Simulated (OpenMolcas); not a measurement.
## C2+: from CASSCF to CASPT2

- Program: OpenMolcas
- Basis: ANO-R1 [3s2p1d]
- Scalar Hamiltonian: X2C, finite nucleus
- Active space: 2 electrons in 8 orbitals (2s 2p 3s 3p)
- State averaging: 2S+1 = 3 even, 3 roots; 2S+1 = 1 even, 7 roots; 2S+1 = 3 odd, 3 roots; 2S+1 = 1 odd, 3 roots
- Spin-orbit coupling: state interaction with AMFI integrals over the reference wave functions, term energies averaged over their components

Methods on the same reference wave functions:
A. CASSCF
B. SS-CASPT2, IPEA 0.25 Eh, imaginary shift 0.1 Eh (closed shells correlated: 1s)
C. MS-CASPT2, IPEA 0.25 Eh, imaginary shift 0.1 Eh (closed shells correlated: 1s)

Energies in cm-1 above 2s2 1S0, the measured ground level; measured values from Moore, Selected Tables of Atomic Spectra, NSRDS-NBS 3, section 3.

```
      Level       A       B       C  Measured
    2s2 1S0     0.0     0.0     0.0       0.0
2s 2p 3P* 0   53922   53080   53085     52367
2s 2p 3P* 1   53947   53105   53110     52391
2s 2p 3P* 2   53997   53155   53160     52447
2s 2p 1P* 1  113950  107223  107228    102352
    2p2 3P0  140464  139476  139481    137426
    2p2 3P1  140489  139501  139505    137454
    2p2 3P2  140537  139549  139554    137502
    2p2 1D2  157148  150458  150463    145876
    2p2 1S0  193685  188501  188510    182520
```

Deviations, from unrounded energies. A percentage is the sum of absolute deviations over the sum of measured energies, with the sign that they share, or ± where signs differ.

```
           Against measurement  Levels     A     B     C
mean absolute deviation (cm-1)       9  5300  2600  2600
      other configurations (%)       9  +4.8  +2.4  +2.4
```

B, C lie about equally close to measurement and A furthest from it. The largest miss of B in the table is 2p2 1S0, by +6000 cm-1. The ranking rests on the paired levels alone, and a cruder setting can come out closer through cancelling errors.

Between B and C the level of the table that moves most is 2p2 1S0, by 9.1 cm-1 (lowest in B, highest in C).

The lowest spin-free term lies below A's lowest term by 0.002 hartree in B, 0.002 hartree in C.

Active for correlation alone: 3p 3s; no level in the range computed is led by a configuration that fills them, so any true level of that kind is missing. Computed and measured levels are paired by configuration, term and J; levels that our copy of the source lacks, or whose pairing is in doubt (as where it misses far off the trend of its configuration), stay unpaired and out of the deviations. Only configurations of the active space appear.

* marks odd parity.
